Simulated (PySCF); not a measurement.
C₇H₈S.
Atom-mapped SMILES: `[cH:1]1[cH:2][s:3][c:4]([CH:5]2[CH2:6][CH2:7]2)[cH:8]1` (hydrogens: H9 on C1; H10 on C2; H11 on C5; H12, H13 on C6; H14, H15 on C7; H16 on C8)

The same species was optimised twice, with GFN2-xTB and with PBE0-D3(BJ)/def2-SVP (PySCF), and the same property calculations (PySCF, gas phase) were run on both structures.

| coordinate | GFN2-xTB | PBE0-D3(BJ)/def2-SVP | change |
| --- | --- | --- | --- |
| C1–C2 (Å) | 1.355 | 1.368 | +0.013 |
| C4–C8 (Å) | 1.362 | 1.373 | +0.011 |
| C1–C8 (Å) | 1.413 | 1.424 | +0.011 |
| C4–C5 (Å) | 1.465 | 1.474 | +0.009 |
| S3–C4 (Å) | 1.738 | 1.734 | -0.004 |
| C6–C7 (Å) | 1.492 | 1.494 | +0.002 |
| C5–C7 (Å) | 1.507 | 1.508 | +0.001 |
| C5–C6 (Å) | 1.508 | 1.508 | 0.000 |
| C2–S3 (Å) | 1.720 | 1.721 | +0.001 |
| C4–C5–C7 (°) | 120.3 | 121.6 | +1.3 |
| C4–C5–C6 (°) | 120.2 | 121.5 | +1.3 |
| C2–S3–C4 (°) | 91.4 | 92.3 | +0.9 |
| S3–C4–C5 (°) | 121.3 | 122.0 | +0.7 |
| C1–C2–S3 (°) | 112.0 | 111.5 | -0.5 |
| S3–C4–C8 (°) | 110.7 | 110.4 | -0.3 |
| C5–C4–C8 (°) | 128.0 | 127.7 | -0.3 |
| C2–C1–C8 (°) | 112.6 | 112.6 | 0.0 |
| S3–C4–C5–C6 (°) | -37 | -37 | 0 |

Rotational constants: A = 4182, B = 1328, C = 1094 MHz (GFN2-xTB) against A = 4175, B = 1299, C = 1075 MHz (PBE0-D3(BJ)/def2-SVP).

On the GFN2-xTB structure: lowest singlet, TDDFT (eV) 5.37 [CAM-B3LYP/def2-SVPD]; lowest triplet, Tamm–Dancoff (eV) 3.57 [CAM-B3LYP/def2-SVPD]; isotropic polarisability (au) 94.6 [CAM-B3LYP/def2-SVPD]; HOMO (eV) -7.52 [CAM-B3LYP/def2-SVPD]; LUMO (eV) 0.74 [CAM-B3LYP/def2-SVPD]; dipole (D) 0.79 [CAM-B3LYP/def2-SVPD]; HOMO (eV) -6.31 [PBE0/pcSseg-1]; LUMO (eV) -0.29 [PBE0/pcSseg-1]; dipole (D) 0.78 [PBE0/pcSseg-1]; GIAO shielding of C1 (ppm) 56.2 [PBE0/pcSseg-1]; GIAO shielding of C2 (ppm) 58.6 [PBE0/pcSseg-1]; GIAO shielding of S3 (ppm) 301.5 [PBE0/pcSseg-1]; GIAO shielding of C4 (ppm) 24.6 [PBE0/pcSseg-1]; GIAO shielding of C5 (ppm) 170.1 [PBE0/pcSseg-1]; GIAO shielding of C6/C7 (mean) (ppm) 169.3 [PBE0/pcSseg-1]; GIAO shielding of C8 (ppm) 59.5 [PBE0/pcSseg-1].

Question: What do these properties become on the PBE0-D3(BJ)/def2-SVP structure?

Answer: 
| property | level | on GFN2-xTB | on PBE0-D3(BJ)/def2-SVP | change |
| --- | --- | --- | --- | --- |
| lowest singlet, TDDFT (eV) | CAM-B3LYP/def2-SVPD | 5.37 | 5.36 | -0.01 |
| lowest triplet, Tamm–Dancoff (eV) | CAM-B3LYP/def2-SVPD | 3.57 | 3.54 | -0.03 |
| isotropic polarisability (au) | CAM-B3LYP/def2-SVPD | 94.6 | 96.2 | +1.6 |
| HOMO (eV) | CAM-B3LYP/def2-SVPD | -7.52 | -7.53 | -0.01 |
| LUMO (eV) | CAM-B3LYP/def2-SVPD | 0.74 | 0.69 | -0.05 |
| dipole (D) | CAM-B3LYP/def2-SVPD | 0.79 | 0.77 | -0.02 |
| energy, GFN2-xTB geometry as zero (kcal/mol) | CAM-B3LYP/def2-SVPD | 0.0 | -0.9 | -0.9 |
| HOMO (eV) | PBE0/pcSseg-1 | -6.31 | -6.32 | -0.01 |
| LUMO (eV) | PBE0/pcSseg-1 | -0.29 | -0.33 | -0.04 |
| dipole (D) | PBE0/pcSseg-1 | 0.78 | 0.76 | -0.02 |
| energy, GFN2-xTB geometry as zero (kcal/mol) | PBE0/pcSseg-1 | 0.0 | -0.5 | -0.5 |
| GIAO shielding of C1 (ppm) | PBE0/pcSseg-1 | 56.2 | 53.3 | -2.9 |
| GIAO shielding of C2 (ppm) | PBE0/pcSseg-1 | 58.6 | 56.5 | -2.1 |
| GIAO shielding of S3 (ppm) | PBE0/pcSseg-1 | 301.5 | 298.5 | -3.0 |
| GIAO shielding of C4 (ppm) | PBE0/pcSseg-1 | 24.6 | 24.9 | +0.3 |
| GIAO shielding of C5 (ppm) | PBE0/pcSseg-1 | 170.1 | 168.6 | -1.5 |
| GIAO shielding of C6/C7 (mean) (ppm) | PBE0/pcSseg-1 | 169.3 | 168.0 | -1.3 |
| GIAO shielding of C8 (ppm) | PBE0/pcSseg-1 | 59.5 | 56.3 | -3.2 |

The heavy atoms differ by 0.023 Å rms after alignment. Among bonds between heavy atoms C1–C2 changes most (+0.013 Å). Changes are differences of the printed values. Neither structure is proved a minimum here.

The values belong to the conformer `[cH:1]1[cH:2][s:3][c:4]([CH:5]2[CH2:6][CH2:7]2)[cH:8]1`: S3–C4–C5–C6 -37°.
